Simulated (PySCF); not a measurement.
**Dipole response of B (boron, neutral)**

[He] 2s2 2p1, 2P determinant. Computed with PySCF 2.14 in aug-cc-pVTZ with one added diffuse shell each of s, p, d, f type (6s5p4d3f, 62 functions), with no relativity, point nucleus. Coupled (time-dependent) response in atomic units; α is the mean over directions.

```json
{"method": "UHF", "mean α (bohr³)": "22.18", "α xx, yy, zz": "20.47, 25.59, 20.47", "C₆ (like pair)": "106.2", "S(−4)": "420.3"}
{"method": "PBE", "mean α (bohr³)": "23.87", "α xx, yy, zz": "20.90, 29.81, 20.90", "C₆ (like pair)": "117.1", "S(−4)": "422.5"}
{"method": "PBE0", "mean α (bohr³)": "22.63", "α xx, yy, zz": "20.22, 27.45, 20.22", "C₆ (like pair)": "110.2", "S(−4)": "347.9"}
{"method": "wB97M-V", "mean α (bohr³)": "23.18", "α xx, yy, zz": "20.76, 28.02, 20.76", "C₆ (like pair)": "110.7", "S(−4)": "392.1"}
{"method": "M06-2X", "mean α (bohr³)": "22.39", "α xx, yy, zz": "20.22, 26.75, 20.22", "C₆ (like pair)": "106.0", "S(−4)": "348.8"}
```

S(−4) is the Cauchy moment in α(ω) = α(0) + S(−4) ω² + …

Reference α: 20.5 ± 0.1 bohr³ (recommended; Schwerdtfeger and Nagle, table of static dipole polarizabilities (2023 update)). Published C₆: 99.50 (Chu and Dalgarno (2004); Tang, Norbeck and Certain (1976)).

α(iu) at PBE0:

```
u (hartree)  α(iu) (bohr³)
          0          22.63
     0.0500          21.81
      0.100          19.77
      0.200          14.82
      0.300          10.76
      0.500          6.012
      0.750          3.367
       1.00          2.136
       1.50          1.079
       2.00         0.6514
       3.00         0.3140
       5.00         0.1236
```

A single London oscillator, α(iu) = α/(1 + u²/ω²), gives C₆ = (3/4) ω α². Matching the computed C₆ needs ω = 4 × 110.2 / (3 × 22.63²) = 0.287 hartree.

The components differ because the open shell of this determinant is not spherical; for a pure term their mean is the scalar polarisability.
